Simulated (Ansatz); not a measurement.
Wavefunction ladder for BrClGaHO, SMILES `[OH][Ga]([Cl])[Br]`

```xyz
5

O    -0.129   -1.388    0.319
Ga    0.193    0.257   -0.235
Cl    1.627    0.529   -1.761
Br   -0.899    2.029    0.665
H    -0.793   -1.427    1.013
```

Charge 0, multiplicity 1. Correlated methods include outer-core shells of Br, Ga, which these sets cover unevenly. Scalar relativity is left out up to krypton. All single points use the PBE0-D4/def2-TZVP geometry. It is one conformer, not always the lowest. Frozen core, restricted reference, the Gaussian-basis code of Ansatz.

```json
{"basis": "def2-SVP", "HF (Eh)": "-5029.99643", "MP2 corr.": "-0.75503"}
{"basis": "def2-TZVPP", "HF (Eh)": "-5030.81779", "MP2 corr.": "-0.91815"}
{"basis": "def2-QZVPP", "HF (Eh)": "-5030.92350", "MP2 corr.": "-1.52243"}
```

Q: Estimate the CCSD correlation energy and the (T) correction in each basis where they were run (hartree).

A: 
| basis | CCSD corr. | (T) |
| --- | --- | --- |
| def2-SVP | -0.75982 | -0.01926 |
| def2-TZVPP | -0.93102 | -0.03664 |
